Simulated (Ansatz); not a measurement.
`[GaH2][SeH]` + ethanol → `CC[O][GaH2]` + H₂Se at 600 K and 1 bar (ligand exchange at a Ga–Se bond).

Computed with Ansatz on PBE0-D4/def2-TZVP structures; ΔE is electronic, products minus reactants. CCSD(T)/CBS is the MP2 limit (def2-TZVPP, def2-QZVPP) plus CCSD(T) − MP2 in def2-TZVPP, frozen cores. For Ga, Se outer-core shells are correlated without core-valence functions, which leaves a few kJ/mol of doubt a bond. Scalar relativity is left out up to krypton. Each species was taken in one conformer, which may not be the lowest.

| species | CCSD(T)/CBS energy (Eh) | H − E (kJ/mol) | S (J/(mol·K)) |
| --- | --- | --- | --- |
| `[GaH2][SeH]` | -4326.46797 | 92.9 | 342.3 |
| `CCO` | -154.88256 | 250.6 | 328.9 |
| `CC[O][GaH2]` | -2079.43172 | 276.9 | 422.4 |
| H₂Se | -2401.89790 | 57.0 | 244.8 |

H − E and S are ideal-gas, rigid-rotor, harmonic terms from PBE0-D4/def2-TZVP, for one conformer and one mirror image of each species. 1 Eh = 2625.50 kJ/mol, R = 8.31446 J/(mol·K).

Question: By hand: ΔE, ΔH, ΔS and ΔG.

Answer: ΔE = (-2079.43172) + (-2401.89790) − (-4326.46797) − (-154.88256) = 0.02091 Eh = 54.9 kJ/mol. Δ(H − E) = 276.9 + 57.0 − 92.9 − 250.6 = -9.6, so ΔH = 45.3 kJ/mol. ΔS = 422.4 + 244.8 − 342.3 − 328.9 = -4.0 J/(mol·K). ΔG = 45.3 − 600 × (-4.0)/1000 = 47.7 kJ/mol.

Question: By hand: the equilibrium constant, and the temperature at which ΔG would vanish if ΔH and ΔS stayed fixed.

Answer: log₁₀ K = −ΔG/(RT ln 10) = -4.2. ΔH and −TΔS have one sign here, so there is no such temperature. One of them is within its doubt of zero, so this could turn.

The number of gas molecules stays the same, so ΔS is small and ΔH decides. A doubt of 5 kJ/mol in ΔE shifts log₁₀ K by 0.4 here. Other conformers and mirror images would add mixing entropy, several J/(mol·K) or more a flexible species. Modes under 60 cm⁻¹, often nearly free rotors, make the harmonic entropy too high. These are equilibria of isolated gas molecules and say nothing of rates. Largest T1 diagnostic: 0.014 (customary marks: 0.02 for closed shells, 0.045 for open ones).
